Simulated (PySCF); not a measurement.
CH6InNO, singlet, geometry from GFN2-xTB (such geometries of metal compounds can be far from the true shape) (all electrons, no relativity), with bond 5-4 at 1.4 times its length; CASSCF(6,4)/STO-3G in PySCF.

Input for PySCF:
```python
from pyscf import gto, scf, mcscf
import numpy

mol = gto.M(
    atom='''
In    0.007362   -0.056451    0.557535
H    -0.019005   -1.102931    1.893273
O    -0.150786   -1.134077   -1.082779
C    -0.092903   -0.660302   -2.401408
H     0.354213    0.810574   -2.485571
H     0.624319   -1.266672   -2.964594
H    -1.077252   -0.752428   -2.875003
N     0.274137    1.961680    0.217338
H     0.188130    2.527443    1.055854
H    -0.458649    2.273019   -0.417895
''',
    basis='sto-3g',
    charge=0,
    spin=0,
    verbose=4,
)

mf = scf.RHF(mol)
mf.kernel()
mc = mcscf.CASSCF(mf, 4, 6)
mc.fix_spin_(ss=0.0)
mc = mc.newton()
mc.kernel()
occ = numpy.linalg.eigvalsh(mc.fcisolver.make_rdm1(mc.ci, mc.ncas, mc.nelecas))[::-1]
ss = mc.fcisolver.spin_square(mc.ci, mc.ncas, mc.nelecas)[0]
print('natural occupations', occ.round(4), ' <S^2>', round(ss, 4))
```

What does PySCF print? Leave out banner, timings and long lists.


```
PySCF version 2.14.0

[INPUT] verbose = 4
[INPUT] num. atoms = 10
[INPUT] num. electrons = 76
[INPUT] charge = 0
[INPUT] spin (= nelec alpha-beta = 2S) = 0
[INPUT] symmetry False subgroup None
[INPUT] Mole.unit = angstrom
[INPUT] Symbol           X                Y                Z      unit          X                Y                Z       unit  Magmom
[INPUT]  1 In     0.007362000000  -0.056451000000   0.557535000000 AA    0.013912163729  -0.106676929458   1.053588454859 Bohr   0.0
[INPUT]  2 H     -0.019005000000  -1.102931000000   1.893273000000 AA   -0.035914244997  -2.084237524293   3.577767449034 Bohr   0.0
[INPUT]  3 O     -0.150786000000  -1.134077000000  -1.082779000000 AA   -0.284944243419  -2.143094934168  -2.046155763430 Bohr   0.0
[INPUT]  4 C     -0.092903000000  -0.660302000000  -2.401408000000 AA   -0.175561226150  -1.247789939503  -4.538003433340 Bohr   0.0
[INPUT]  5 H      0.354213000000   0.810574000000  -2.485571000000 AA    0.669365559761   1.531762863693  -4.697048453161 Bohr   0.0
[INPUT]  6 H      0.624319000000  -1.266672000000  -2.964594000000 AA    1.179791924362  -2.393663169655  -5.602270730529 Bohr   0.0
[INPUT]  7 H     -1.077252000000  -0.752428000000  -2.875003000000 AA   -2.035711247140  -1.421882848454  -5.432968277303 Bohr   0.0
[INPUT]  8 N      0.274137000000   1.961680000000   0.217338000000 AA    0.518043850610   3.707037944037   0.410709296461 Bohr   0.0
[INPUT]  9 H      0.188130000000   2.527443000000   1.055854000000 AA    0.355514175814   4.776175065449   1.995274887527 Bohr   0.0
[INPUT] 10 H     -0.458649000000   2.273019000000  -0.417895000000 AA   -0.866720997306   4.295383385933  -0.789707098825 Bohr   0.0

nuclear repulsion = 368.334268956949
number of shells = 26
number of NR pGTOs = 144
number of NR cGTOs = 48
basis = sto-3g
ecp = {}

******** <class 'pyscf.scf.hf.RHF'> ********
method = RHF
initial guess = minao
damping factor = 0
level_shift factor = 0
DIIS = <class 'pyscf.scf.diis.CDIIS'>
diis_start_cycle = 1
diis_space = 8
diis_damp = 0
SCF conv_tol = 1e-09
SCF conv_tol_grad = None
SCF max_cycles = 50
direct_scf = True
direct_scf_tol = 1e-13
Set gradient conv threshold to 3.16228e-05
Initial guess from minao.
init E= -5835.71813742122
  HOMO = -0.459042139775944  LUMO = -0.2162809772403  gap/eV = 6.60587
cycle= 1 E= -5851.10001288722  delta_E= -15.4  |g|= 0.666  |ddm|= 3.73
  HOMO = -0.095591503563428  LUMO = 0.293926206273157  gap/eV = 10.59932
cycle= 2 E= -5851.2557285705  delta_E= -0.156  |g|= 0.251  |ddm|= 1.25
  HOMO = -0.25733256875101  LUMO = 0.249038658185336  gap/eV = 13.77906
cycle= 3 E= -5851.27882054121  delta_E= -0.0231  |g|= 0.0602  |ddm|= 0.418
  HOMO = -0.253526878144133  LUMO = 0.235771173321897  gap/eV = 13.31448
cycle= 4 E= -5851.28057373686  delta_E= -0.00175  |g|= 0.0148  |ddm|= 0.109
  HOMO = -0.255762398834578  LUMO = 0.234078376312753  gap/eV = 13.32925
cycle= 5 E= -5851.28073066299  delta_E= -0.000157  |g|= 0.00497  |ddm|= 0.0383
  HOMO = -0.255161141784171  LUMO = 0.234198676872359  gap/eV = 13.31616
cycle= 6 E= -5851.28074978735  delta_E= -1.91e-05  |g|= 0.00129  |ddm|= 0.0137
  HOMO = -0.255139273893051  LUMO = 0.234147331536231  gap/eV = 13.31417
cycle= 7 E= -5851.28075173069  delta_E= -1.94e-06  |g|= 0.000198  |ddm|= 0.00579
  HOMO = -0.255127204715294  LUMO = 0.234137476105986  gap/eV = 13.31357
cycle= 8 E= -5851.28075178109  delta_E= -5.04e-08  |g|= 6.67e-05  |ddm|= 0.000837
  HOMO = -0.255111597694603  LUMO = 0.234136136071117  gap/eV = 13.31311
cycle= 9 E= -5851.28075178642  delta_E= -5.33e-09  |g|= 1.84e-05  |ddm|= 0.000291
  HOMO = -0.255113643317559  LUMO = 0.234136743706622  gap/eV = 13.31318
cycle= 10 E= -5851.2807517868  delta_E= -3.8e-10  |g|= 5.04e-06  |ddm|= 7.2e-05
  HOMO = -0.255113654573058  LUMO = 0.234136675693242  gap/eV = 13.31318
Extra cycle  E= -5851.28075178682  delta_E= -1.73e-11  |g|= 2.26e-06  |ddm|= 1.25e-05
converged SCF energy = -5851.28075178682

******** <class 'pyscf.mcscf.newton_casscf.CASSCF'> ********
CAS (3e+3e, 4o), ncore = 35, nvir = 9
max_cycle_macro = 50
max_cycle_micro = 10
conv_tol = 1e-07
conv_tol_grad = None
orbital rotation max_stepsize = 0.03
augmented hessian ah_max_cycle = 30
augmented hessian ah_conv_tol = 1e-12
augmented hessian ah_linear dependence = 1e-14
augmented hessian ah_level shift = 1e-08
augmented hessian ah_start_tol = 500
augmented hessian ah_start_cycle = 3
augmented hessian ah_grad_trust_region = 3
kf_trust_region = 3
kf_interval = 5
natorb = False
canonicalization = True
internal_rotation = False
******** <class 'pyscf.fci.addons.SpinPenaltyFCISolver'> ********
max. cycles = 50
conv_tol = 1e-08
davidson only = True
linear dependence = 1e-12
level shift = 0.001
max iter space = 12
nroots = 1
pspace_size = 400
spin = None

WARN: SO-CASSCF (Second order CASSCF) is an experimental feature. Its performance is bad for large systems.

CASCI E = -5851.28260899447  dE = -5851.2826  S^2 = 0.0000000
Set conv_tol_grad to 0.000316228
macro 1 (19 JK  14 micro), CASSCF E = -5851.28372816736  dE = -0.001119  |grad|=0.0304  S^2 = 0.0000000
macro 2 (19 JK  14 micro), CASSCF E = -5851.28529278765  dE = -0.001565  |grad|=0.0246  S^2 = 0.0000000
macro 3 (20 JK  15 micro), CASSCF E = -5851.29038037723  dE = -0.005088  |grad|=0.058  S^2 = 0.0000000
macro 4 (19 JK  14 micro), CASSCF E = -5851.29374830367  dE = -0.003368  |grad|=0.0198  S^2 = 0.0000000
macro 5 (9 JK  5 micro), CASSCF E = -5851.29416230904  dE = -0.000414  |grad|=0.00481  S^2 = 0.0000000
macro 6 (11 JK  7 micro), CASSCF E = -5851.29428716044  dE = -0.0001249  |grad|=0.00303  S^2 = 0.0000000
macro 7 (10 JK  6 micro), CASSCF E = -5851.29437612037  dE = -8.896e-05  |grad|=0.00324  S^2 = 0.0000000
macro 8 (10 JK  6 micro), CASSCF E = -5851.29443288315  dE = -5.676e-05  |grad|=0.00333  S^2 = 0.0000000
macro 9 (11 JK  7 micro), CASSCF E = -5851.29447502609  dE = -4.214e-05  |grad|=0.00243  S^2 = 0.0000000
macro 10 (11 JK  7 micro), CASSCF E = -5851.29451548412  dE = -4.046e-05  |grad|=0.00157  S^2 = 0.0000000
macro 11 (10 JK  6 micro), CASSCF E = -5851.29455547159  dE = -3.999e-05  |grad|=0.00167  S^2 = 0.0000000
macro 12 (10 JK  6 micro), CASSCF E = -5851.29461019922  dE = -5.473e-05  |grad|=0.00152  S^2 = 0.0000000
macro 13 (10 JK  6 micro), CASSCF E = -5851.29467906003  dE = -6.886e-05  |grad|=0.00154  S^2 = 0.0000000
macro 14 (10 JK  6 micro), CASSCF E = -5851.29472448018  dE = -4.542e-05  |grad|=0.000893  S^2 = 0.0000000
macro 15 (11 JK  7 micro), CASSCF E = -5851.29473441939  dE = -9.939e-06  |grad|=0.00138  S^2 = 0.0000000
macro 16 (6 JK  2 micro), CASSCF E = -5851.29473556197  dE = -1.143e-06  |grad|=0.000431  S^2 = 0.0000000
macro 17 (15 JK  11 micro), CASSCF E = -5851.2947346948  dE = 8.672e-07  |grad|=0.000612  S^2 = 0.0000000
macro 18 (6 JK  2 micro), CASSCF E = -5851.29473566594  dE = -9.711e-07  |grad|=0.000793  S^2 = 0.0000000
macro 19 (8 JK  4 micro), CASSCF E = -5851.29473402346  dE = 1.642e-06  |grad|=0.0002  S^2 = 0.0000000
macro 20 (6 JK  2 micro), CASSCF E = -5851.2947355156  dE = -1.492e-06  |grad|=0.000931  S^2 = 0.0000000
macro 21 (8 JK  4 micro), CASSCF E = -5851.29473206736  dE = 3.448e-06  |grad|=0.000287  S^2 = 0.0000000
macro 22 (6 JK  2 micro), CASSCF E = -5851.29473481961  dE = -2.752e-06  |grad|=0.0014  S^2 = 0.0000000
macro 23 (5 JK  1 micro), CASSCF E = -5851.29473481989  dE = -2.81e-10  |grad|=0.00136  S^2 = 0.0000000
macro 24 (5 JK  1 micro), CASSCF E = -5851.29473481992  dE = -3.092e-11  |grad|=0.00136  S^2 = 0.0000000
macro 25 (5 JK  1 micro), CASSCF E = -5851.29473481993  dE = -3.638e-12  |grad|=0.00136  S^2 = 0.0000000
macro 26 (5 JK  1 micro), CASSCF E = -5851.29473481993  dE = -1.819e-12  |grad|=0.00136  S^2 = 0.0000000
macro 27 (5 JK  1 micro), CASSCF E = -5851.29473481993  dE = 1.819e-12  |grad|=0.00136  S^2 = 0.0000000
macro 28 (5 JK  1 micro), CASSCF E = -5851.29473481993  dE = -1.819e-12  |grad|=0.00136  S^2 = 0.0000000
macro 29 (5 JK  1 micro), CASSCF E = -5851.29473481993  dE = 1.819e-12  |grad|=0.00136  S^2 = 0.0000000
macro 30 (5 JK  1 micro), CASSCF E = -5851.29473481993  dE = 1.819e-12  |grad|=0.00136  S^2 = 0.0000000
macro 31 (5 JK  1 micro), CASSCF E = -5851.29473481993  dE = 0  |grad|=0.00136  S^2 = 0.0000000
macro 32 (5 JK  1 micro), CASSCF E = -5851.29473481993  dE = 0  |grad|=0.00136  S^2 = 0.0000000
macro 33 (5 JK  1 micro), CASSCF E = -5851.29473481992  dE = 1.819e-12  |grad|=0.00136  S^2 = 0.0000000
macro 34 (5 JK  1 micro), CASSCF E = -5851.29473481992  dE = 0  |grad|=0.00136  S^2 = 0.0000000
macro 35 (5 JK  1 micro), CASSCF E = -5851.29473481992  dE = 1.819e-12  |grad|=0.00136  S^2 = 0.0000000
macro 36 (5 JK  1 micro), CASSCF E = -5851.29473481992  dE = 0  |grad|=0.00136  S^2 = 0.0000000
macro 37 (5 JK  1 micro), CASSCF E = -5851.29473481992  dE = 0  |grad|=0.00136  S^2 = 0.0000000
macro 38 (5 JK  1 micro), CASSCF E = -5851.29473481992  dE = 0  |grad|=0.00136  S^2 = 0.0000000
macro 39 (5 JK  1 micro), CASSCF E = -5851.29473481992  dE = 9.095e-13  |grad|=0.00136  S^2 = 0.0000000
macro 40 (5 JK  1 micro), CASSCF E = -5851.29473481992  dE = 1.819e-12  |grad|=0.00136  S^2 = 0.0000000
macro 41 (5 JK  1 micro), CASSCF E = -5851.29473481992  dE = 0  |grad|=0.00136  S^2 = 0.0000000
macro 42 (5 JK  1 micro), CASSCF E = -5851.29473481992  dE = 0  |grad|=0.00136  S^2 = 0.0000000
macro 43 (5 JK  1 micro), CASSCF E = -5851.29473481992  dE = 1.819e-12  |grad|=0.00136  S^2 = 0.0000000
macro 44 (5 JK  1 micro), CASSCF E = -5851.29473481992  dE = 1.819e-12  |grad|=0.00136  S^2 = 0.0000000
macro 45 (5 JK  1 micro), CASSCF E = -5851.29473481992  dE = 9.095e-13  |grad|=0.00136  S^2 = 0.0000000
macro 46 (5 JK  1 micro), CASSCF E = -5851.29473481992  dE = -9.095e-13  |grad|=0.00136  S^2 = 0.0000000
macro 47 (5 JK  1 micro), CASSCF E = -5851.29473481991  dE = 2.728e-12  |grad|=0.00136  S^2 = 0.0000000
macro 48 (5 JK  1 micro), CASSCF E = -5851.29473481991  dE = -9.095e-13  |grad|=0.00136  S^2 = 0.0000000
macro 49 (5 JK  1 micro), CASSCF E = -5851.29473481991  dE = 9.095e-13  |grad|=0.00136  S^2 = 0.0000000
macro 50 (5 JK  1 micro), CASSCF E = -5851.29473481991  dE = 9.095e-13  |grad|=0.00136  S^2 = 0.0000000
newton CASSCF not converged, 50 macro (104 KF 281 Hx) steps
CASSCF canonicalization
Density matrix diagonal elements [1.98507355 1.99291193 1.9919566  0.03005792]
CASSCF energy = -5851.29473481991
CASCI E = -5851.29473481991  E(CI) = -8.00867534686131  S^2 = 0.0000000
natural occupations [1.9996 1.9994 1.9731 0.0278]  <S^2> 0.0
```

Convergence was not reached.
